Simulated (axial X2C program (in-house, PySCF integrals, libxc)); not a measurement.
# Spin–orbit effects down a group: molecules with Cl, HF

All values come from calculations with an axial X2C code built on PySCF integrals, spin-free (one-electron X2C) or two-component (2c: spin–orbit coupling with atomic mean-field Coulomb and Gaunt terms, which also bring small scalar terms), in Dyall basis sets with cores contracted in-house; open shells are unrestricted.

Basis sets: Be dyall-cv3z, Cl dyall-av3z, Cl dyall-v3z, Mg dyall-cv3z, Sr dyall-v3z.

```tsv
molecule	spin-free state	Re (Å)	ωe (cm⁻¹)	De (eV)	2c state	Re 2c (Å)	ωe 2c (cm⁻¹)	De 2c (eV)
BeCl	M_S = 1/2, Λ = 0	1.813	844.0	3.63	Ω = 1/2	1.813	843.9	3.56
MgCl	M_S = 1/2, Λ = 0	2.212	465.4	2.88	Ω = 1/2	2.213	465.2	2.82
SrCl	M_S = 1/2, Λ = 0	2.642	289.3	3.70	Ω = 1/2	2.642	289.2	n/a
```

Question: Work out the shifts from the spin-free to the two-component result.

Answer: 

```csv
molecule,2c state,ΔRe (Å),Δωe (cm⁻¹),ΔDe (eV)
BeCl,Ω = 1/2,0.000,-0.1,-0.07
MgCl,Ω = 1/2,0.001,-0.2,-0.06
SrCl,Ω = 1/2,0.000,-0.1,n/a
```

Shifts of one unit in the last digit are rounding.

Each entry is the lowest single determinant of a limited PBE0 search at one distance. De goes to single-determinant-based atoms at the same level (for ions the charge split of lowest energy) and is withheld (n/a) where an atom does not fit its ground term or J level. Main or longest-lived isotopes.
